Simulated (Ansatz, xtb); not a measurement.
**Isomers of C3H12BN in order of energy**

6 gas-phase structures of C3H12BN, from a drawn sample of its isomers (lower ones may exist). Each was relaxed with GFN2-xTB; where two conformers were screened, the lower at r2SCAN-D4/def2-SVP is listed:

A. `[BH3-][NH2+]CCC`, a singlet
B. `[BH3-][N@H+](C)CC`, a singlet
C. `C[BH2-][NH+](C)C`, a singlet
D. `[BH3-][NH2+]C(C)C`, a singlet
E. `C[BH2-][NH2+]CC`, a singlet
F. `C[NH2+][BH-](C)C`, a singlet

Problem. Make a reasoned guess at their ranking by r2SCAN-D4/def2-SVP single-point energy.

Solution. Calculated order at r2SCAN-D4/def2-SVP: F (0.0), E (5.2), D (9.6), C (11.4), A (12.0), B (16.5) kcal/mol. Less than 1 kcal/mol parts C and A, so the order within that pair means little.

Energies above the lowest of each column, in kcal/mol; the last columns are at PBE0-D4/def2-SVP geometries and were run for some of them only (a dash: not run or not comparable):

```tsv
structure	GFN2-xTB	HF/STO-3G	r2SCAN-D4/def2-SVP	PBE0-D4/def2-SVP	CCSD(T)/def2-SVP + ΔMP2/def2-TZVPP
F	13.0	0.0	0.0	0.0	0.0
E	6.5	2.6	5.2	4.7	5.4
D	0.0	7.7	9.6	9.0	9.4
C	7.3	8.0	11.4	–	–
A	2.4	8.8	12.0	–	–
B	1.1	11.8	16.5	–	–
```

CCSD(T)/def2-SVP + ΔMP2/def2-TZVPP puts F lowest of those it was run on; GFN2-xTB picks D. Flexible structures stand in one conformer each, not always the lowest. Frequencies (GFN2-xTB) were run for D, E, F alone. ΔMP2 is the change of the MP2 energy from the smaller to the larger basis.

Over these structures GFN2-xTB departs from r2SCAN-D4/def2-SVP by 7.5 kcal/mol on average once a common shift is removed. A GFN2-xTB relaxation took about 0.048 s and the r2SCAN-D4/def2-SVP energy about 2.4 s on a shared host (Ansatz 0.2.0, xtb 6.7.1).
